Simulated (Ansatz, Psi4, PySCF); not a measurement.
C4H9O2 (SMILES [CH2]OCC(C)O), doublet, geometry from GFN2-xTB. Base run: B3LYP5/6-31G* (PySCF).

The PySCF input:
```python
from pyscf import gto, scf, dft

mol = gto.M(
    atom='''
C     2.444296   -1.025036   -0.300936
O     1.317205   -0.308743   -0.565840
C     0.463977   -0.082881    0.527388
C    -0.783686    0.657460    0.038948
C    -1.611087   -0.220084   -0.896231
O    -1.502908    1.029738    1.196426
H     2.490448   -1.629604    0.586972
H     3.008382   -1.275131   -1.176737
H     0.963180    0.529740    1.290565
H     0.168396   -1.032690    0.994369
H    -0.452329    1.556790   -0.505233
H    -1.989422   -1.084743   -0.354887
H    -2.453229    0.337928   -1.301646
H    -0.986440   -0.559316   -1.717278
H    -2.344360    1.412315    0.924168
''',
    basis='6-31g*',
    charge=0,
    spin=1,
    verbose=4,
)

mf = dft.UKS(mol)
mf.xc = 'b3lyp5'
mf.kernel()
```

The same geometry, method and basis name were run in Ansatz (a first-principles code) and Psi4 and PySCF, at each program's defaults and at the settings that a row names. The base is PySCF at its defaults. Differences at the defaults can come from grids, fitting, cores and function types together.

| code and settings | ΔE vs base (µEh) | basis functions | E (Eh) | SCF cycles | dipole (D) |
|---|---|---|---|---|---|
| PySCF, defaults (exact integrals, its default grid, spherical functions) | 0.0 | 102 | -308.01545 | 11 | 1.29 |
| Psi4, defaults (density fitting with its default set, its default grid, Cartesian functions) | -5478 | 108 | -308.02093 | 10 | 1.29 |
| Ansatz, defaults (factorised integrals, its default grid, Cartesian functions) | -5399 | 108 | -308.02085 | - | - |
| PySCF, density fitting with def2-universal-jkfit | -98.4 | 102 | -308.01555 | 11 | 1.29 |
| PySCF, fine grid | -6.9 | 102 | -308.01546 | 11 | 1.29 |
| Psi4, exact integrals, spherical functions, fine grid | -8.3 | 102 | -308.01546 | 14 | 1.29 |
| Ansatz, high accuracy, Cartesian functions as the basis file defines them | -5397 | 108 | -308.02085 | - | - |

Open shells are given as the SCF converged; they aren't shown to be the lowest states, and a large step between rows can be another state.
